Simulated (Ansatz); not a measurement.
Program: Ansatz. Geometries: PBE0-D4/def2-TZVP. ΔE: electronic, gas phase. CCSD(T)/CBS adds triple-zeta CCSD(T) − MP2 to the extrapolated MP2 energy (def2 sets, frozen cores). Functionals use def2-TZVPP. Each species was taken in one conformer, which may not be the lowest.

`FC[NH][AlH2]` + `C=C(N)[SiH3]` → `C=C([SiH3])[NH][AlH2]` + `NCF`  (ligand exchange at the Al–N bond)

`FC[NH][AlH2]`:

Cartesian coordinates in Å:
```
F 2.069 -0.042 -0.629
C 1.119 0.431 0.283
N -0.171 0.476 -0.280
Al -1.436 -0.769 -0.122
H 1.476 1.418 0.593
H 1.140 -0.256 1.133
H -0.289 1.257 -0.910
H -2.769 -0.560 -0.946
H -1.138 -1.956 0.878
```

`C=C(N)[SiH3]`:

Cartesian coordinates in Å:
```
C 0.219 -1.471 -0.462
C 0.121 -0.301 0.184
N 0.450 -0.129 1.520
Si -0.353 1.236 -0.775
H 0.016 -1.539 -1.522
H 0.518 -2.385 0.045
H -0.049 0.592 2.015
H 0.545 -0.974 2.063
H 0.793 2.178 -0.875
H -1.451 1.949 -0.061
H -0.808 0.844 -2.131
```

`C=C([SiH3])[NH][AlH2]`:

Cartesian coordinates in Å:
```
C -0.481 1.692 0.998
C -0.157 0.566 0.346
Si -0.701 0.416 -1.447
N 0.554 -0.473 0.940
Al 1.110 -2.054 0.319
H -1.034 2.483 0.510
H -0.201 1.852 2.037
H -1.429 1.659 -1.802
H -1.594 -0.758 -1.636
H 0.471 0.248 -2.347
H 0.782 -0.258 1.905
H 0.778 -2.429 -1.177
H 1.901 -2.946 1.356
```

`NCF`:

Cartesian coordinates in Å:
```
N 0.495 -0.728 -0.155
C -0.190 0.496 -0.141
F -0.980 0.689 1.006
H 1.155 -0.816 0.604
H -0.127 -1.524 -0.160
H 0.519 1.326 -0.163
H -0.871 0.557 -0.992
```

Q: Is it downhill or uphill in electronic energy at CCSD(T)/CBS, and by how much? (Estimate.)

A: The calculation gave: Downhill: ΔE = -0.09 eV.

Q: What do these levels give: ωB97M-V, r2SCAN, CCSD/def2-TZVPP, HF/def2-QZVPP, MP2/def2-QZVPP, MP2/CBS(def2)? (Estimate.)

A: Ansatz gave: ωB97M-V -0.08, r2SCAN -0.08, CCSD/def2-TZVPP -0.08, HF/def2-QZVPP -0.02, MP2/def2-QZVPP -0.09, MP2/CBS(def2) -0.09 eV.

Largest T1 diagnostic among the species: 0.013.

The D4 term adds −0.05 eV with B3LYP and −0.03 eV with PBE0; it sums over pairs of atoms, weighted by their polarisabilities, and B3LYP, whose exchange is more repulsive, gets the larger term. In def2-TZVPP, CCSD(T) changes the Hartree–Fock value by −0.07 eV (the triples alone add −0.02 eV) and MP2 by −0.08 eV.

B3LYP here is the variant with VWN-RPA as its local correlation; programs differ in this.
